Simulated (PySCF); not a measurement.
Electron correlation in Sn²⁺ (tin, charge +2)

[Kr] 4d10 5s2, closed-shell 1S. All numbers are calculated (PySCF 2.14, scalar relativity through the core potential, in aug-cc-pVTZ-PP with ECP28MDF (6s5p4d2f, 55 functions)). Frozen: 4s2 4p6 4d10; 2 electrons correlated.

With two correlated electrons CCSD is exact within the correlated space (frozen core and kept virtual orbitals).

```csv
level,correlation energy (mhartree)
CCSD,-34.16
```

Diagnostics: T1 = 0.0039, D1 = 0.0055, largest double amplitude 0.100.

Cost of the coupled-cluster step: of the order of 0.4 core-seconds, for 2 correlated electrons.

Iterations:

```
CC2 = 0
CCSD nocc = 1, nmo = 46
frozen orbitals [0, 1, 2, 3, 4, 5, 6, 7, 8]
max_cycle = 100
direct = 0
conv_tol = 1e-08
conv_tol_normt = 1e-06
diis_space = 8
diis_start_cycle = 0
Init t2, MP2 energy = -212.608028288661  E_corr(MP2) -0.0247292061800395
Init E_corr(CCSD) = -0.0247292061816914
cycle = 1  E_corr(CCSD) = -0.0306066233264113  dE = -0.00587741714  norm(t1,t2) = 0.0398289
cycle = 2  E_corr(CCSD) = -0.0326945063632201  dE = -0.00208788304  norm(t1,t2) = 0.0165029
cycle = 3  E_corr(CCSD) = -0.0341687504053248  dE = -0.00147424404  norm(t1,t2) = 0.00707378
cycle = 4  E_corr(CCSD) = -0.0341560816918745  dE = 1.26687135e-05  norm(t1,t2) = 0.00019739
cycle = 5  E_corr(CCSD) = -0.0341576370327782  dE = -1.5553409e-06  norm(t1,t2) = 1.59305e-05
cycle = 6  E_corr(CCSD) = -0.0341568969738119  dE = 7.40058966e-07  norm(t1,t2) = 3.03139e-06
cycle = 7  E_corr(CCSD) = -0.0341570137243001  dE = -1.16750488e-07  norm(t1,t2) = 5.97684e-07
cycle = 8  E_corr(CCSD) = -0.0341570117602467  dE = 1.96405341e-09  norm(t1,t2) = 4.30403e-08
CCSD converged
E(CCSD) = -212.6174560942414  E_corr = -0.03415701176024669
```
